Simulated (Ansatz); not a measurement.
C₁₀H₁₆N₂, SMILES `CN(C)c1ccc(N(C)C)cc1` at its PBE0-D4/def2-TZVP geometry, where that method's forces vanish. The species carries charge 0 and has multiplicity 1.

```xyz
28

C    -0.5114   -1.2425    3.4693
N     0.5821   -0.8250    2.6334
C     1.8524   -1.4526    2.8808
C     0.2923   -0.4354    1.3304
C    -1.0074   -0.1105    0.9288
C    -1.2886    0.3220   -0.3546
C    -0.2928    0.4361   -1.3300
N    -0.5827    0.8258   -2.6329
C    -1.8517    1.4560   -2.8799
C     0.5112    1.2386   -3.4705
C     1.0069    0.1112   -0.9285
C     1.2881   -0.3212    0.3550
H    -1.2258   -0.4284    3.6147
H    -1.0616   -2.1071    3.0648
H    -0.1250   -1.5119    4.4520
H     1.9302   -1.6919    3.9411
H     2.6761   -0.7759    2.6405
H     1.9979   -2.3806    2.3049
H    -1.8302   -0.1838    1.6271
H    -2.3158    0.5652   -0.5902
H    -1.9291    1.6958   -3.9401
H    -1.9953    2.3840   -2.3037
H    -2.6769    0.7809   -2.6397
H     1.2226    0.4217   -3.6156
H     0.1245    1.5081   -4.4531
H     1.0649    2.1017   -3.0678
H     1.8297    0.1843   -1.6268
H     2.3153   -0.5645    0.5906
```

Problem. What forces (eV/Å) does PBE-D4/def2-TZVPP give on these atoms in Ansatz? (Best estimate.)

Solution. Ansatz gave: 
```
C1  -0.067 -0.017  0.097
N2   0.023  0.100  0.056
C3   0.101 -0.033  0.054
C4   0.032 -0.015  0.136
C5  -0.219 -0.008  0.101
C6  -0.236  0.049  0.012
C7  -0.033  0.016 -0.135
N8  -0.023 -0.101 -0.056
C9  -0.101  0.033 -0.054
C10  0.068  0.017 -0.097
C11  0.220  0.007 -0.101
C12  0.236 -0.048 -0.013
H13 -0.164  0.161  0.032
H14 -0.133 -0.185 -0.076
H15  0.070 -0.059  0.208
H16  0.026 -0.054  0.219
H17  0.184  0.130 -0.055
H18  0.049 -0.201 -0.121
H19 -0.185 -0.016  0.152
H20 -0.228  0.053 -0.049
H21 -0.026  0.055 -0.219
H22 -0.048  0.201  0.121
H23 -0.185 -0.130  0.055
H24  0.164 -0.161 -0.032
H25 -0.070  0.059 -0.207
H26  0.133  0.184  0.076
H27  0.185  0.016 -0.152
H28  0.228 -0.054  0.049
```
